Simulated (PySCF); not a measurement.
# Broadened absorption spectrum of C4H8Si

Compound: C4H8Si.
SMILES: `[SiH2](C#CC)C`

Computed with TDDFT CAM-B3LYP/def2-SVPD, vertical, gas phase, core orbitals frozen in the response (PySCF 2.14.0, density-fitted response routines). Geometry: GFN2-xTB; no solvent, vibrations or thermal averaging.

Computed states:

```json
{"state": "S1", "E (eV)": "6.09", "f": "0.0000"}
{"state": "S2", "E (eV)": "6.32", "f": "0.0026"}
{"state": "S3", "E (eV)": "6.33", "f": "0.0000"}
{"state": "S4", "E (eV)": "7.17", "f": "0.014"}
{"state": "S5", "E (eV)": "7.18", "f": "0.0044"}
{"state": "S6", "E (eV)": "7.91", "f": "0.407"}
{"state": "S7", "E (eV)": "8.15", "f": "0.0013"}
```

Each state is given a Gaussian of 0.5 eV full width at half maximum, with ε(max) = 2.175×10⁸ f / Δν̃ (Δν̃ the width in cm⁻¹). The width is an assumption, not a result. The curve ends short of the highest state used, and states not computed would add to its high-energy end.

(1) What does the envelope look like, and where are its maxima?

(2) Coming from long wavelengths, where does ε first pass 100 L mol⁻¹ cm⁻¹?

(3) On this curve, what absorbance would a 10⁻³ mol/L sample give at 193 nm over a 1 cm path?

## Answers

(1) 
(λ (nm), ε (L mol⁻¹ cm⁻¹)): (164.2, 5477), (166.6, 2380), (168.9, 1318), (171.2, 1085), (173.6, 1008), (175.9, 844), (178.3, 591), (180.6, 359), (182.9, 196), (185.3, 110), (187.6, 88), (189.9, 100), (192.3, 123), (194.6, 140), (197.0, 141), (199.3, 126), (201.6, 102), (204.0, 73), (206.3, 48), (208.7, 28), (211.0, 16), (213.3, 8), (215.7, 4), (218.0, 2), (220.3, 1), (222.7, 0), (225.0, 0), (227.4, 0), (229.7, 0), (232.0, 0)

Maxima: 196 nm (6.33 eV), ε about 140, made up of S2 (98%) (ε in L mol⁻¹ cm⁻¹; maxima over ε = 5, shares over 10%). At its high-energy end, 7.55 eV, the curve is still rising (ε about 5400, from S6).

(2) At about 202 nm (6.15 eV), 0.05 eV above S1.

(3) 193 nm is 6.424 eV, where ε is about 130 L mol⁻¹ cm⁻¹, so A = ε c l ≈ 0.13 (Beer–Lambert, with the gas-phase spectrum and the assumed width).
